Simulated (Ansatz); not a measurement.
Geometry optimisation, RKS PBE0-D4/def2-mTZVP (Ansatz 0.2.0).

input.yaml

```yaml
crystal:
  periodic: [false, false, false]
  atoms:
    - { symbol: Ga, position_ang: [0.093849, 0.023829, 0.07608] }
    - { symbol: H, position_ang: [0.673995, 0.021912, 1.516665] }
    - { symbol: H, position_ang: [1.630087, 0.017013, -0.161442] }
    - { symbol: C, position_ang: [-1.576398, -0.009029, -0.942212] }
    - { symbol: H, position_ang: [-2.102217, -0.927334, -0.656032] }
    - { symbol: H, position_ang: [-2.20703, 0.810047, -0.579948] }
    - { symbol: C, position_ang: [-1.392231, 0.068039, -2.454837] }
    - { symbol: H, position_ang: [-2.33748, -0.119474, -2.978298] }
    - { symbol: H, position_ang: [-1.039233, 1.056145, -2.761652] }
    - { symbol: H, position_ang: [-0.665444, -0.662749, -2.821524] }
basis:
  gaussian: { orbitals: def2-mTZVP }
hamiltonian:
  xc: pbe0
  dispersion: d4
relax:
  f_tol: 0.03
  max_steps: 50
```

Run as:

```bash
$ ansatz run input.yaml --threads 2 --pin off --max-ram 3072MiB --backend cpu --events-out ev --progress --plain --runs-dir out
```

Q: Where does it end, and by what steps?

A: The run converged. After 7 steps the energy has fallen by 0.890 eV; H2 moved furthest, 0.50 Å.

| step | energy less start (eV) | largest force component (eV/Å) | accepted |
| --- | --- | --- | --- |
| 0 | 0.0000 | 1.784 | yes |
| 1 | -0.5775 | 0.869 | yes |
| 2 | -0.7439 | 1.049 | yes |
| 3 | -0.8523 | 0.712 | yes |
| 4 | -0.8835 | 0.205 | yes |
| 5 | -0.8889 | 0.047 | yes |
| 6 | -0.8896 | 0.032 | yes |
| 7 | -0.8897 | 0.005 | yes |

```xyz
10
Properties=species:S:1:pos:R:3
Ga 0.213 0.039 0.110
H 0.201 0.023 1.689
H 1.600 0.105 -0.643
C -1.484 -0.029 -0.903
H -1.993 -0.958 -0.614
H -2.131 0.769 -0.518
C -1.359 0.063 -2.418
H -2.333 0.004 -2.913
H -0.896 1.003 -2.730
H -0.741 -0.742 -2.824
```

Whether the end is a true minimum wasn't checked by a vibrational analysis.

The run took 20 s on 2 threads of Arm Neoverse V1 (shared host), peak memory 0.19 GiB.
